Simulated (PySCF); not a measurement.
B3LYP has the VWN-RPA correlation part, as in Gaussian. 

## Br, SMILES `[Br]` (charge 0, multiplicity 2)

All values below come from B3LYP-D3(BJ)/def2-TZVP in PySCF.

highest occupied spin orbital: -8.51 eV
dipole moment: 0.00 D
total energy: -2574.1410 Ha
cost: roughly 2.9 core-seconds

```xyz
1

Br     0.0000     0.0000     0.0000
```
Charge 0, spin multiplicity 2.
